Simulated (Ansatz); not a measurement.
Si(OH)3(NH2) (H5NO3Si), SMILES N[Si](O)(O)O.

The structure is a stationary point at ωB97X-D3(BJ)/def2-SVP. The geometry has at least one imaginary mode, so it is a saddle point at that level. Other conformers were not sampled.

Two levels are set side by side: PBE/def2-SVPD (Ansatz, an electronic-structure program) and CAM-B3LYP/def2-SVPD (Ansatz). Energy differences of separate SCF runs at the same geometry; the states with an electron removed or added have multiplicity 2 and 2. Differences are taken from unrounded values.

| quantity | CAM-B3LYP | PBE | PBE minus CAM-B3LYP |
|---|---|---|---|
| vertical ionisation energy (eV) | 10.70 | 10.03 | -0.67 |
| vertical singlet–triplet gap (eV) | 6.69 | 6.11 | -0.58 |
